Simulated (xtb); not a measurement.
C$_{5}$H$_{13}$O$_{2}$Si (SMILES [CH2][SiH](OCC)OCC), doublet, geometry from GFN2-xTB; xtb with GFN2-xTB.

xtb was given this input:
```
$ xtb mol.xyz --gfn 2 --uhf 1 --hess --json

# file mol.xyz
21

C     -0.53608428     1.59741379    -1.87181813
Si    -0.11736644     0.93842841    -0.19522785
O     -1.02666715    -0.32203766     0.28778781
C     -2.41092301    -0.38594724     0.47464053
C     -2.77010341    -1.68109296     1.18858523
O      1.39656078     0.40061828    -0.35698788
C      2.18225323    -0.31463439     0.55532344
C      3.41189024    -0.86119726    -0.15467503
H     -1.55459834     1.74297786    -2.18475740
H      0.20253785     1.99901246    -2.53971618
H     -0.21631307     1.97910820     0.84676853
H     -2.74746741     0.47723964     1.06235511
H     -2.90876859    -0.34147202    -0.50223419
H     -2.43112153    -2.53190431     0.60340964
H     -2.28593384    -1.71538195     2.16122715
H     -3.84634796    -1.74637247     1.32358646
H      1.59647846    -1.13416246     0.98600211
H      2.48284490     0.35561608     1.37104260
H      3.98671879    -0.04329834    -0.58115987
H      3.10858626    -1.52598692    -0.95896810
H      4.03516911    -1.40927045     0.54689807
```

It wrote (shortened):

```
   ID    Z sym.   atoms
    1    6 C      1, 4, 5, 7, 8
    2   14 Si     2
    3    8 O      3, 6
    4    1 H      9-21

           -------------------------------------------------
          |                Calculation Setup                |
           -------------------------------------------------

           -------------------------------------------------
          |                 G F N 2 - x T B                 |
           -------------------------------------------------

          ...................................................
          :                      SETUP                      :
          :.................................................:
          :  # basis functions                  51          :
          :  # atomic orbitals                  50          :
          :  # shells                           30          :
          :  # electrons                        49          :
          :  max. iterations                   250          :
          :  Hamiltonian                  GFN2-xTB          :
          :  restarted?                      false          :
          :  GBSA solvation                  false          :
          :  PC potential                    false          :
          :  electronic temp.          300.0000000     K    :
          :  accuracy                    1.0000000          :
          :  -> integral cutoff          0.2500000E+02      :
          :  -> integral neglect         0.1000000E-07      :
          :  -> SCF convergence          0.1000000E-05 Eh   :
          :  -> wf. convergence          0.1000000E-03 e    :
          :  Broyden damping             0.4000000          :
          :  net charge                          0          :
          :  unpaired electrons                  1          :
          ...................................................

 iter      E             dE          RMSdq      gap      omega  full diag
   1    -27.4095945 -0.274096E+02  0.639E+00    6.14       0.0  T
   2    -27.4982168 -0.886224E-01  0.394E+00    5.56       1.0  T
   3    -27.4973606  0.856193E-03  0.158E+00    6.31       1.0  T
   4    -27.4998409 -0.248026E-02  0.742E-01    5.53       1.0  T
   5    -27.5037512 -0.391030E-02  0.307E-01    5.91       1.0  T
   6    -27.5039192 -0.167943E-03  0.984E-02    5.86       1.0  T
   7    -27.5039456 -0.264479E-04  0.457E-02    5.89       1.0  T
   8    -27.5039506 -0.501069E-05  0.908E-03    5.88       2.4  T
   9    -27.5039507 -0.394892E-07  0.430E-03    5.88       5.1  T
  10    -27.5039508 -0.108418E-06  0.114E-03    5.88      19.2  T
  11    -27.5039508 -0.481553E-08  0.436E-04    5.88      50.0  T
  12    -27.5039508 -0.414026E-09  0.221E-04    5.88      98.9  T

   *** convergence criteria satisfied after 12 iterations ***

         :::::::::::::::::::::::::::::::::::::::::::::::::::::
         ::                     SUMMARY                     ::
         :::::::::::::::::::::::::::::::::::::::::::::::::::::
         :: total energy             -27.200923827603 Eh    ::
         :: gradient norm              0.000035363806 Eh/a0 ::
         :: HOMO-LUMO gap              5.882390942940 eV    ::
         ::.................................................::
         :: SCC energy               -27.503893927619 Eh    ::
         :: -> isotropic ES            0.055656641202 Eh    ::
         :: -> anisotropic ES          0.005272781780 Eh    ::
         :: -> anisotropic XC          0.005649263239 Eh    ::
         :: -> dispersion             -0.012790293354 Eh    ::
         :: repulsion energy           0.302970100016 Eh    ::
         :: add. restraining           0.000000000000 Eh    ::
         :: total charge              -0.000000000000 e     ::
         :::::::::::::::::::::::::::::::::::::::::::::::::::::

           -------------------------------------------------
          |                Numerical Hessian                |
           -------------------------------------------------
[...]
           -------------------------------------------------

c1  symmetry found (for desy threshold:  0.10E+00) used in thermo

          ...................................................
          :                      SETUP                      :
          :.................................................:
          :  # frequencies                          57      :
          :  # imaginary freq.                       0      :
          :  linear?                             false      :
          :  only rotor calc.                    false      :
          :  symmetry                               c1      :
          :  rotational number                       1      :
          :  scaling factor                  1.0000000      :
          :  rotor cutoff                   50.0000000 cm⁻¹ :
          :  imag. cutoff                  -20.0000000 cm⁻¹ :
          :.................................................:

    mode    ω/cm⁻¹     T·S(HO)/kcal·mol⁻¹    T·S(FR)/kcal·mol⁻¹   T·S(vib)
   ------------------------------------------------------------------------
       1     19.76    -1.98520 (  2.38%)    -1.33109 ( 97.62%)    -1.34666
       2     23.62    -1.87947 (  4.74%)    -1.27826 ( 95.26%)    -1.30679
       3     55.32    -1.37666 ( 59.98%)    -1.02639 ( 40.02%)    -1.23650
       4     75.30    -1.19551 ( 83.72%)    -0.93511 ( 16.28%)    -1.15313
       5    104.06    -1.00678 ( 94.94%)    -0.83931 (  5.06%)    -0.99830
       6    123.59    -0.90739 ( 97.39%)    -0.78838 (  2.61%)    -0.90429
       7    150.67    -0.79418 ( 98.80%)    -0.72970 (  1.20%)    -0.79341
       8    204.67    -0.62334 ( 99.65%)    -0.63898 (  0.35%)    -0.62339
       9    212.74    -0.60226 ( 99.70%)    -0.62752 (  0.30%)    -0.60234
      10    221.86    -0.57955 ( 99.74%)    -0.61509 (  0.26%)    -0.57964
      11    273.07    -0.47008 ( 99.89%)    -0.55358 (  0.11%)    -0.47018
      12    284.03    -0.44999 ( 99.90%)    -0.54193 (  0.10%)    -0.45008
   ------------------------------------------------------------------------

   temp. (K)  partition function   enthalpy   heat capacity  entropy
                                   cal/mol     cal/K/mol   cal/K/mol   J/K/mol
 298.15  VIB  0.219E+06             6194.670     33.559     40.500
         ROT  0.703E+06              888.752      2.981     29.735
         INT  0.154E+12             7083.422     36.540     70.235
         TR   0.149E+28             1481.254      4.968     40.555
         TOT                        8564.6763    41.5082   110.7899   463.5449

       T/K    H(0)-H(T)+PV         H(T)/Eh          T*S/Eh         G(T)/Eh
   ------------------------------------------------------------------------
    298.15    0.136487E-01    0.183555E+00    0.526399E-01    0.130915E+00
   ------------------------------------------------------------------------

         :::::::::::::::::::::::::::::::::::::::::::::::::::::
         ::                  THERMODYNAMIC                  ::
         :::::::::::::::::::::::::::::::::::::::::::::::::::::
         :: total free energy         -27.070008853666 Eh   ::
         ::.................................................::
         :: total energy              -27.200923827728 Eh   ::
         :: zero point energy           0.169906147390 Eh   ::
         :: G(RRHO) w/o ZPVE           -0.038991173328 Eh   ::
         :: G(RRHO) contrib.            0.130914974062 Eh   ::
         :::::::::::::::::::::::::::::::::::::::::::::::::::::

           -------------------------------------------------
          | TOTAL ENERGY              -27.200923827728 Eh   |
          | TOTAL ENTHALPY            -27.017368999879 Eh   |
          | TOTAL FREE ENERGY         -27.070008853666 Eh   |
          | GRADIENT NORM               0.000035961276 Eh/α |
          | HOMO-LUMO GAP               5.882474949968 eV   |
           -------------------------------------------------

normal termination of xtb
```
